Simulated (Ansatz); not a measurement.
**Worked example: a bond strength in SiHCl2F (SMILES F[SiH](Cl)Cl)**

The species is SiHCl2F (5 atoms), meant as a singlet with charge 0. As SMILES, `F[SiH](Cl)Cl`. Geometry: optimised at wB97X-V/def2-SVP.

```xyz
5

F     0.0332   -0.6913    1.4870
Si    0.1232   -0.0471    0.0146
Cl   -0.5194    1.8810    0.1290
Cl   -1.1022   -1.1098   -1.2152
H     1.5151   -0.1064   -0.4569
```

Wanted: the dissociation energy of the Si2–F1 bond into doublet SiHCl2 and doublet F (shapes relaxed at wB97X-V/def2-SVP, no zero-point term). 1 Eh = 2625.50 kJ/mol = 27.2114 eV. Totals in Eh; open shells run unrestricted unless said.

```
          level  program       SiHCl2F  doublet SiHCl2   doublet F
   HF/def2-TZVP   Ansatz  -1308.214312    -1208.614884  -99.411798
  PBE/def2-TZVP   Ansatz  -1309.970471    -1210.056789  -99.669123
B3LYP/def2-TZVP   Ansatz  -1310.640277    -1210.629672  -99.770147
```

Work out the dissociation energy at each level.


1. HF/def2-TZVP: (-1208.614884) + (-99.411798) − (-1308.214312) = 0.187630 Eh = 492.6 kJ/mol = 5.11 eV.
2. PBE/def2-TZVP: (-1210.056789) + (-99.669123) − (-1309.970471) = 0.244559 Eh = 642.1 kJ/mol = 6.65 eV.
3. B3LYP/def2-TZVP: (-1210.629672) + (-99.770147) − (-1310.640277) = 0.240458 Eh = 631.3 kJ/mol = 6.54 eV.

The levels span 493 to 642 kJ/mol; no measured value is set beside them. Hartree–Fock lacks the correlation of the electrons that are unpaired, so it comes out low. A bond enthalpy at 298 K also holds the loss of zero-point energy and thermal terms.
